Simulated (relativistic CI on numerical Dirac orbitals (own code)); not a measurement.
## Crystal-field levels of Nb2+, 4d3

Calculated by Dirac-Coulomb-Breit CI, orbitals from a KLI potential per configuration, a model potential for QED, valence Slater integrals scaled by 0.7, one configuration in a parametric crystal field (own radial code).

Field parameters in Wybourne normalisation: Td as Oh with Dq negative (B⁴₀ = 21Dq, B⁴₄ = √(5/14) B⁴₀). The field is a parameter set, without covalency.

S is read from ⟨S²⟩ = S(S + 1).

Levels (cm⁻¹, degeneracy): 0 (4), 150 (2), 673 (4), 1057 (2), 3816 (2), 3831 (4), 4144 (2), 4201 (4), 5789 (4), 8046 (4), 8727 (2), 8854 (2).

Task: Which field gives this pattern?
A. Td, 10Dq = -5250 cm⁻¹
B. Td, 10Dq = -4050 cm⁻¹
C. Td, 10Dq = -7300 cm⁻¹
D. Td, 10Dq = -13800 cm⁻¹

Result: B. Td, 10Dq = -4050 cm⁻¹, ground level with S = 1.49.
